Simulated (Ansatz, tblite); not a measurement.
Removing an electron: (F)2Al-O-SiH3 (AlSiOF₂H₃). The state is a singlet with charge 0. Geometry: PBE0-D4/def2-SVP. Ansatz, gas phase; energy differences of separate SCF runs; the oxidised species was run as a doublet alone.

Cartesian coordinates in Å:
```
Al -0.149 -0.949 -1.576
F -1.109 -0.414 -2.804
F 0.673 -2.360 -1.803
O -0.013 -0.091 -0.151
Si 0.119 0.758 1.260
H -1.145 1.509 1.521
H 1.252 1.725 1.159
H 0.373 -0.179 2.394
```

The xTB rows come from tblite.

```tsv
level	−HOMO (eV)	vertical IE (eV)	−LUMO (eV)	HOMO–LUMO gap (eV)
GFN1-xTB	12.50	15.45	9.04	3.46
GFN2-xTB	11.74	14.84	8.32	3.41
r2SCAN-D4/def2-TZVP	8.06	11.15	1.70	6.36
PBE0-D4/def2-TZVP	9.16	11.44	1.30	7.86
```

Relaxing the oxidised species (PBE0-D4/def2-SVP) changes its energy by -0.64 eV at PBE0-D4/def2-TZVP, so the adiabatic ionisation energy to this nearest minimum is 10.80 eV.  Run but left out: PBE-D4/def2-TZVP (charge +1 doublet: an occupied level 0.11 eV above an empty one).  Raw xTB energy differences between charge states are shifted by several eV; the methods need an empirical correction for them.
